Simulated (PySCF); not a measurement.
AsF3, triplet, geometry from GFN2-xTB (a higher spin typed on purpose: for a closed-shell molecule this is an excited state); PySCF with PBE/cc-pVDZ.

PySCF was given this input:
```python
from pyscf import gto, scf, dft

mol = gto.M(
    atom='''
F    -1.75854617   -0.86921053    0.20925575
As    0.07555063   -0.21534643    0.07876260
F     1.94209977    0.34601691   -0.01789853
F    -0.46057259    1.31279719   -0.48015343
''',
    basis='cc-pvdz',
    spin=2,
    verbose=4,
)

mf = dft.ROKS(mol)
mf.xc = 'pbe'
mf.kernel()
```

Output, abridged:

```
PySCF version 2.14.0

[INPUT] verbose = 4
[INPUT] num. atoms = 4
[INPUT] num. electrons = 60
[INPUT] charge = 0
[INPUT] spin (= nelec alpha-beta = 2S) = 2
[INPUT] symmetry False subgroup None
[INPUT] Mole.unit = angstrom
[INPUT] Symbol           X                Y                Z      unit          X                Y                Z       unit  Magmom
[INPUT]  1 F     -1.758546170000  -0.869210530000   0.209255750000 AA   -3.323170638703  -1.642569846288   0.395436057490 Bohr   0.0
[INPUT]  2 As     0.075550630000  -0.215346430000   0.078762600000 AA    0.142769999238  -0.406945774603   0.148839742859 Bohr   0.0
[INPUT]  3 F      1.942099770000   0.346016910000  -0.017898530000 AA    3.670036671881   0.653877194368  -0.033823319732 Bohr   0.0
[INPUT]  4 F     -0.460572590000   1.312797190000  -0.480153430000 AA   -0.870356055582   2.480827146199  -0.907358480471 Bohr   0.0

nuclear repulsion = 296.378750604801
number of shells = 21
number of NR pGTOs = 155
number of NR cGTOs = 69
basis = cc-pvdz
ecp = {}

******** <class 'pyscf.dft.roks.ROKS'> ********
method = ROKS
initial guess = minao
damping factor = 0
level_shift factor = 0
DIIS = <class 'pyscf.scf.diis.CDIIS'>
diis_start_cycle = 1
diis_space = 8
diis_damp = 0
SCF conv_tol = 1e-09
SCF conv_tol_grad = None
SCF max_cycles = 50
direct_scf = True
direct_scf_tol = 1e-13
num. doubly occ = 29  num. singly occ = 2
XC library pyscf.dft.libxc version 7.1.2
    S. Lehtola, C. Steigemann, M. J. T. Oliveira, and M. A. L. Marques,  SoftwareX 7, 1–5 (2018)
XC functionals = pbe
    J. P. Perdew, K. Burke, and M. Ernzerhof,  Phys. Rev. Lett. 77, 3865 (1996)
    J. P. Perdew, K. Burke, and M. Ernzerhof,  Phys. Rev. Lett. 78, 1396 (1997)
    J. P. Perdew, K. Burke, and M. Ernzerhof,  Phys. Rev. Lett. 77, 3865 (1996)
    J. P. Perdew, K. Burke, and M. Ernzerhof,  Phys. Rev. Lett. 78, 1396 (1997)
radial grids:
    Treutler-Ahlrichs [JCP 102, 346 (1995); DOI:10.1063/1.469408] (M4) radial grids

becke partition: Becke, JCP 88, 2547 (1988); DOI:10.1063/1.454033
pruning grids: <function nwchem_prune>
grids dens level: 3
symmetrized grids: False
atomic radii adjust function: <function treutler_atomic_radii_adjust>
small_rho_cutoff = 0
Set gradient conv threshold to 3.16228e-05
tot grids = 63216
init E= -2534.15361749314
  HOMO = -0.175304393555551  LUMO = -0.0575631680001329  gap/eV = 3.20390
cycle= 1 E= -2534.49903096588  delta_E= -0.345  |g|= 0.96  |ddm|= 1.34
  HOMO = -0.154515475311146  LUMO = -0.0613151347579737  gap/eV = 2.53611
cycle= 2 E= -2532.78614963975  delta_E= 1.71  |g|= 2.84  |ddm|=  1.9

WARN: HOMO -0.00819901286927616 >= LUMO -0.167933135976424

cycle= 3 E= -2534.46256495395  delta_E= -1.68  |g|= 0.472  |ddm|= 2.28
  HOMO = -0.179758803650732  LUMO = -0.0566773531984337  gap/eV = 3.34922
cycle= 4 E= -2534.66915728812  delta_E= -0.207  |g|= 0.379  |ddm|= 1.64
  HOMO = -0.185250725620247  LUMO = -0.0574145419602408  gap/eV = 3.47860
cycle= 5 E= -2534.69397895344  delta_E= -0.0248  |g|= 0.137  |ddm|= 0.13
  HOMO = -0.177602638825621  LUMO = -0.0536732327276157  gap/eV = 3.37229
cycle= 6 E= -2534.69969996593  delta_E= -0.00572  |g|= 0.0295  |ddm|= 0.0777
  HOMO = -0.176196843339217  LUMO = -0.0533445048424173  gap/eV = 3.34298
cycle= 7 E= -2534.69994618538  delta_E= -0.000246  |g|= 0.0125  |ddm|= 0.029
  HOMO = -0.176154829816255  LUMO = -0.0534097659090058  gap/eV = 3.34006
cycle= 8 E= -2534.69993347962  delta_E= 1.27e-05  |g|= 0.0143  |ddm|= 0.016
  HOMO = -0.176112712511814  LUMO = -0.0534689712348038  gap/eV = 3.33731
cycle= 9 E= -2534.69998798442  delta_E= -5.45e-05  |g|= 0.00164  |ddm|= 0.00936
  HOMO = -0.176059518896583  LUMO = -0.0533951897070648  gap/eV = 3.33787
cycle= 10 E= -2534.69998871791  delta_E= -7.33e-07  |g|= 0.000249  |ddm|= 0.0013
  HOMO = -0.176089914251903  LUMO = -0.0534377129851862  gap/eV = 3.33754
cycle= 11 E= -2534.69998873088  delta_E= -1.3e-08  |g|= 6.19e-05  |ddm|= 0.000221
  HOMO = -0.176082169647352  LUMO = -0.0534308849780376  gap/eV = 3.33751
cycle= 12 E= -2534.69998873179  delta_E= -9.14e-10  |g|= 1.33e-05  |ddm|= 5.67e-05
  HOMO = -0.176084373968743  LUMO = -0.0534327444438487  gap/eV = 3.33752
Extra cycle  E= -2534.69998873147  delta_E= 3.19e-10  |g|= 3.86e-05  |ddm|= 2.85e-05
converged SCF energy = -2534.69998873147
```
